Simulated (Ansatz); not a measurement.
Mulliken charges of CrH2O4, SMILES `[O]=[Cr](=[O])([OH])[OH]` from B3LYP/def2-TZVPP in Ansatz (PBE0-D4/def2-TZVP geometry).

```json
{"atom": "O1", "x (Å)": "-0.764", "y (Å)": "-1.621", "z (Å)": "-0.056", "charge (e)": "-0.411"}
{"atom": "Cr2", "x (Å)": "0.101", "y (Å)": "-0.354", "z (Å)": "0.128", "charge (e)": "1.235"}
{"atom": "O3", "x (Å)": "1.387", "y (Å)": "-0.663", "z (Å)": "0.927", "charge (e)": "-0.411"}
{"atom": "O4", "x (Å)": "-0.794", "y (Å)": "0.857", "z (Å)": "1.005", "charge (e)": "-0.422"}
{"atom": "O5", "x (Å)": "0.512", "y (Å)": "0.246", "z (Å)": "-1.456", "charge (e)": "-0.422"}
{"atom": "H6", "x (Å)": "-1.753", "y (Å)": "0.792", "z (Å)": "0.925", "charge (e)": "0.216"}
{"atom": "H7", "x (Å)": "1.374", "y (Å)": "0.674", "z (Å)": "-1.518", "charge (e)": "0.216"}
```

Q: By hand: the dipole of these point charges (1 e Å = 4.8032 D).

A: Σ q r = (-0.094, 0.353, -0.138) e Å, of length 0.390 e Å = 1.87 D.

Q: How does the dipole of the full density compare? (Best estimate.)

A: Ansatz gave: (-0.097, 0.364, -0.142) e Å, 1.93 D; the point charges give 0.97 times that, at 0° from its direction.

Point charges leave out the atoms' own dipoles, such as those of lone pairs, and Mulliken's split depends on the basis, so the close match here is no proof of good charges.

B3LYP here is the variant with VWN-RPA as its local correlation; programs differ in this.
